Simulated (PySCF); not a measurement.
Compound: Si(OAc)H3, C2H6O2Si.
Bonds: Si1–O2, O2–C3, C3–C4, C3–O5. Hydrogens: H9, H10, H11 on Si1; H6, H7, H8 on C4.

Computed by this run: PySCF 2.14.0, PBE0-D3(BJ)/def2-SVP geometry optimisation, gas phase; density fitting, grid level 1; the optimiser is geomeTRIC in internal coordinates, started from a GFN2-xTB structure with every atom displaced at random (about 0.03 Å).

Step 1: E = -14127.3670 eV
```
atom  x, y, z in Å  |  force x, y, z in eV/Å
Si1    -0.3288   -0.6609   -1.8594   -0.112   0.235  -0.270
O2     -0.2398   -0.5373   -0.1619    0.002  -0.765  -0.511
C3      0.3722    0.4778    0.4292   -0.635   1.184   0.317
C4      0.2104    0.3642    1.9168   -0.074   0.232   0.088
O5      0.8380    1.4167   -0.1764    0.091  -0.705   0.243
H6      0.5726    1.2775    2.3990    0.226  -0.103   0.128
H7      0.7108   -0.5439    2.2771    0.145   0.059   0.131
H8     -0.8628    0.2410    2.1607    0.218   0.006  -0.199
H9      1.0354   -0.6561   -2.4552   -0.033  -0.160   0.027
H10    -1.1249    0.4610   -2.4266   -0.005   0.048   0.045
H11    -1.0851   -1.9255   -2.0725    0.178  -0.031   0.000
```

Step 2: E = -14127.3760 eV
```
atom  x, y, z in Å  |  force x, y, z in eV/Å
Si1    -0.3389   -0.6414   -1.9031    0.536  -0.027   0.002
O2     -0.3427   -0.6024   -0.1851   -0.541  -0.474   0.673
C3      0.2242    0.4209    0.4671    0.625   0.043  -0.742
C4      0.2130    0.3985    1.9666   -0.062  -0.278  -0.121
O5      0.7748    1.2746   -0.1779    0.157   0.698  -0.025
H6      0.7157    1.3014    2.3533   -0.119  -0.253  -0.168
H7      0.7211   -0.5136    2.3264   -0.048   0.125  -0.040
H8     -0.8185    0.3522    2.3285   -0.190  -0.014   0.120
H9      1.0758   -0.6041   -2.4232   -0.347  -0.085   0.132
H10    -1.1281    0.4681   -2.4808   -0.102   0.162   0.039
H11    -0.9982   -1.9397   -2.2409    0.091   0.103   0.130
```

Step 3: E = -14127.4359 eV
```
atom  x, y, z in Å  |  force x, y, z in eV/Å
Si1    -0.3305   -0.6451   -1.8707    0.142   0.016  -0.119
O2     -0.3337   -0.5600   -0.1599   -0.190   0.090  -0.115
C3      0.2402    0.4952    0.4351    0.606  -0.299   0.086
C4      0.2049    0.3772    1.9273   -0.015   0.231   0.054
O5      0.7928    1.3677   -0.1871   -0.324  -0.037  -0.016
H6      0.6980    1.2495    2.3744   -0.049  -0.058   0.027
H7      0.7123   -0.5492    2.2393   -0.017   0.044  -0.071
H8     -0.8359    0.3050    2.2684   -0.057   0.000   0.058
H9      1.0697   -0.6498   -2.3912   -0.119  -0.024   0.050
H10    -1.1197    0.4692   -2.4603    0.002   0.022   0.035
H11    -1.0001   -1.9452   -2.1442    0.020   0.015   0.012
```

Step 4: E = -14127.4439 eV
```
atom  x, y, z in Å  |  force x, y, z in eV/Å
Si1    -0.3212   -0.6454   -1.8722   -0.152   0.188  -0.097
O2     -0.3198   -0.5899   -0.1633    0.162  -0.125   0.144
C3      0.2739    0.4540    0.4304   -0.414   0.322   0.079
C4      0.2112    0.3802    1.9259   -0.030  -0.087  -0.052
O5      0.7404    1.3664   -0.2044    0.146  -0.155  -0.029
H6      0.6491    1.2806    2.3638    0.060   0.058   0.029
H7      0.7510   -0.5133    2.2664    0.030  -0.051   0.070
H8     -0.8361    0.2694    2.2517    0.083  -0.003  -0.071
H9      1.0652   -0.6906   -2.3931    0.090  -0.018  -0.032
H10    -1.0774    0.5166   -2.4215    0.037  -0.075   0.001
H11    -1.0382   -1.9134   -2.1528   -0.010  -0.054  -0.041
```

**Question.** Estimate the geometry and energy of step 5. (The exact step hangs on the optimiser's Hessian estimate; all steps are aligned on step 4, rigid shifts and turns removed.)

**Answer.** E = -14127.4526 eV, largest force 0.118 eV/Å
```
atom  x, y, z in Å  |  force x, y, z in eV/Å
Si1    -0.3260   -0.6407   -1.8724    0.030   0.042  -0.058
O2     -0.3270   -0.5946   -0.1592   -0.007  -0.045   0.109
C3      0.2573    0.4559    0.4342   -0.034   0.009  -0.020
C4      0.2088    0.3835    1.9293    0.014  -0.009  -0.020
O5      0.7568    1.3446   -0.2081    0.023   0.021  -0.014
H6      0.6717    1.2773    2.3611   -0.002  -0.002   0.002
H7      0.7367   -0.5196    2.2694   -0.004  -0.003   0.002
H8     -0.8347    0.2920    2.2632   -0.005  -0.002  -0.004
H9      1.0674   -0.6663   -2.3911   -0.006  -0.011   0.001
H10    -1.0955    0.5047   -2.4258   -0.006   0.003   0.002
H11    -1.0175   -1.9225   -2.1698   -0.002  -0.003   0.000
```

The energy changes by -0.0087 eV. The first-order estimate −F·Δx gives -0.0162 eV and the mean of the old and new forces, exact on a quadratic surface, -0.0085 eV. The step makes an angle of 70° with the force vector and moves no atom by more than 0.028 Å.

What follows is the cost of the whole optimisation. The run took 48 s on an AMD EPYC with one thread, no GPU, shared host with 64 logical CPUs at a one-minute load of 50, and the process peaked at 0.43 GiB of memory.
